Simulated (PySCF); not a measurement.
Species: C₅H₈, SMILES `C#CC(C)C` (charge 0, multiplicity 1).

Estimate the dipole moment, S1 oscillator strength and HOMO–LUMO gap that PBE-D3(BJ)/def2-TZVP in PySCF returns for this input.


```yaml
dipole_moment: 0.81 D
S1 oscillator strength: 0.007
HOMO–LUMO gap: 6.37 eV
```
